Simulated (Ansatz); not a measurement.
The cluster Li₄H₄. Total charge 0; triplet. Geometry r2SCAN-D4/def2-TZVP, that of the neutral singlet; atoms count from 1.

```xyz
8

Li    0.283    0.479   -1.429
Li   -0.351   -1.493   -0.021
Li   -1.176    0.793    0.582
Li    1.245    0.220    0.868
H     0.375    1.593    0.023
H     1.255   -0.847   -0.621
H    -1.328   -0.235   -0.927
H    -0.302   -0.511    1.525
```

At PBE0-D4/def2-TZVP a singlet of charge 0 lies 4.96 eV below the triplet at the same geometry. The structure comes from a short search, and lower isomers may exist.

Estimate the Mulliken populations from the PBE0/def2-TZVP orbitals of Ansatz.


```
atom  charge (e)  spin (α − β)
 Li1        0.24          0.23
 Li2        0.24          0.23
 Li3        0.24          0.23
 Li4        0.24          0.23
  H5       -0.24          0.27
  H6       -0.24          0.27
  H7       -0.24          0.27
  H8       -0.24          0.27
```
Mulliken values depend strongly on the basis.

Where does the spin sit?

Summed by element: Li 0.92, H 1.08, of 2 unpaired in all. Largest on single atoms: H8 0.27, H5 0.27, H7 0.27.
